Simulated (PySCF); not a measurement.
## Where the electron goes

Species: C₃H₁₁AlS₂.
Numbering: `[CH3:1][S:2][AlH2-:3][S+:4]([CH3:5])[CH3:6]` (hydrogens: H7, H8, H9 on C1; H10, H11 on Al3; H12, H13, H14 on C5; H15, H16, H17 on C6)

Geometry (PBE0-D3(BJ)/def2-SVP, Å), atoms numbered from 1 in this order:
```xyz
17
C3H11AlS2 angstrom
C      2.3717    0.2798   -1.1196
S      1.6477   -1.0038   -0.0385
Al     0.9541    0.2038    1.7140
S     -1.4652    0.3834    1.1847
C     -1.4129    0.8971   -0.5441
C     -1.8562   -1.3685    0.9903
H      3.3929    0.5240   -0.7964
H      1.7776    1.2047   -1.1285
H      2.4145   -0.1228   -2.1410
H      1.3599    1.7476    1.6533
H      0.7902   -0.6293    3.0636
H     -1.0741    1.9416   -0.5609
H     -2.4185    0.8297   -0.9809
H     -0.6979    0.2587   -1.0849
H     -2.8666   -1.4759    0.5730
H     -1.1038   -1.8411    0.3410
H     -1.8203   -1.8173    1.9918
```

Method used: TDDFT CAM-B3LYP/def2-SVPD, vertical, gas phase, core orbitals frozen in the response in PySCF 2.14.0, density-fitted response routines.

Kohn–Sham orbitals with the atoms that hold most of them (Löwdin shares over 4%, at most four atoms; ? is withheld):

```csv
orbital,ε (eV),atoms
LUMO+2,0.99,"S4 36%, Al3 20%, S2 14%, H10 6%"
LUMO+1,0.84,"S4 44%, C6 12%, H15 7%, S2 7%"
LUMO,0.74,?
HOMO,?,?
HOMO-1,-8.65,"S2 59%, Al3 15%, C1 9%, H10 6%"
HOMO-2,-9.36,"Al3 36%, H11 32%, H10 20%"
HOMO-3,-9.46,"S4 48%, Al3 14%, C5 8%, C6 8%"
```

Question: Give the leading atoms of the LUMO.

Answer: S4 (bonded to Al and 2 C) 33%; C5 (bonded to S and 3 H) 12%; Al3 (bonded to 2 S and 2 H) 11%; H13 (bonded to C) 10%.

Question: Give the leading atoms of the HOMO.

Answer: S2 (bonded to Al and C) 70%; C1 (bonded to S and 3 H) 11%; Al3 (bonded to 2 S and 2 H) 5%.

Question: What is the HOMO energy, and the HOMO–LUMO gap?

Answer: ε(HOMO) = -7.68 eV; the gap is 8.42 eV (0.3095 hartree).

Question: The HOMO–LUMO gap is 8.42 eV. Where does the response calculation put the lowest singlet, and from which orbitals?

Answer: S1 is at 5.60 eV (f = 0.0033), 2.82 eV below the gap, made of HOMO→LUMO+4 (26%), HOMO→LUMO+2 (24%), HOMO→LUMO+1 (17%). 

Next come S2 at 5.91 eV (f 0.038), HOMO→LUMO+2 (30%), HOMO→LUMO (24%), HOMO→LUMO+1 (12%); S3 at 6.06 eV (f 0.015), HOMO→LUMO (31%), HOMO→LUMO+2 (19%), HOMO→LUMO+1 (17%); S4 at 6.21 eV (f 0.027), HOMO→LUMO+4 (37%), HOMO→LUMO+1 (27%); S5 at 6.62 eV (f 0.014), HOMO→LUMO+3 (28%), HOMO-1→LUMO+2 (10%), HOMO-1→LUMO+3 (8%).

One conformer stands for the species.
